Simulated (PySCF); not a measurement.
Cr: excitation energy

Cr [Ar] 3d5 4s1 (7S) → Cr [Ar] 3d4 4s2 (5D), as a difference of total energies. Calculation: PySCF 2.14, in aug-cc-pwCVTZ-DK with one added diffuse shell each of s, p, d, f, g type (11s10p8d5f4g, 152 functions); scalar relativity by spin-free X2C-1e. Correlated levels: valence: [Ar] frozen; valence and next inner shell: [Ne] frozen; nothing frozen. The calculations carry no spin-orbit coupling.

```json
{"method": "UHF", "excitation energy (eV)": "0.860", "error (eV)": "-0.143"}
{"method": "LDA", "excitation energy (eV)": "1.933", "error (eV)": "+0.930"}
{"method": "PBE", "excitation energy (eV)": "1.871", "error (eV)": "+0.868"}
{"method": "PBE0", "excitation energy (eV)": "1.609", "error (eV)": "+0.606"}
{"method": "r2SCAN", "excitation energy (eV)": "1.968", "error (eV)": "+0.965"}
{"method": "MP2 (valence)", "excitation energy (eV)": "1.018", "error (eV)": "+0.015"}
{"method": "SCS-MP2 (valence)", "excitation energy (eV)": "0.031", "error (eV)": "-0.972"}
{"method": "MP2 (valence and next inner shell)", "excitation energy (eV)": "1.491", "error (eV)": "+0.488"}
{"method": "SCS-MP2 (valence and next inner shell)", "excitation energy (eV)": "0.573", "error (eV)": "-0.430"}
{"method": "MP2 (all electrons)", "excitation energy (eV)": "1.502", "error (eV)": "+0.499"}
{"method": "SCS-MP2 (all electrons)", "excitation energy (eV)": "0.580", "error (eV)": "-0.423"}
```

Reference: 1.003 eV (measured; NIST levels, between the centres of gravity of the two terms).
